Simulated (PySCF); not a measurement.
C4H9N. Atoms are numbered in the order given.

```xyz
14

C      0.6712     1.6779    -0.2272
C      0.4335     0.3606    -0.1814
C      1.4830    -0.6503     0.1918
C     -0.9366    -0.1983    -0.4997
N     -1.4619    -0.9704     0.6255
H      1.6599     2.0902    -0.0054
H     -0.1159     2.3892    -0.4955
H      2.4338    -0.1737     0.4703
H      1.1256    -1.2731     1.0263
H      1.6720    -1.3398    -0.6503
H     -0.8406    -0.8896    -1.3576
H     -1.5932     0.6309    -0.8358
H     -1.6830    -0.3455     1.4015
H     -2.3318    -1.4348     0.3667
```

Geometry optimised at B3LYP-D3(BJ)/def2-SVP. One conformer was computed; it need not be the lowest.

Calculation: PBE0/pcSseg-1 in PySCF.

GIAO shieldings, no solvent; atoms listed in one row are averaged. δ = σ(ref) − σ: ¹³C against TMS (σ = 186.3 ppm); ¹⁵N against NH3 (σ = 267.4 ppm); ¹H against TMS (σ = 31.56 ppm), references at their B3LYP-D3(BJ)/def2-TZVP geometries, non-relativistic.

```tsv
nucleus	atoms	count	δ (ppm)
¹³C	C2	1	160.1
¹³C	C1	1	120.5
¹³C	C4	1	56.2
¹³C	C3	1	24.4
¹⁵N	N5	1	41.0
¹H	H7	1	5.42
¹H	H6	1	5.33
¹H	H12	1	3.74
¹H	H11	1	3.37
¹H	H8, H9, H10	3	2.34
¹H	H14	1	0.89
¹H	H13	1	0.21
```
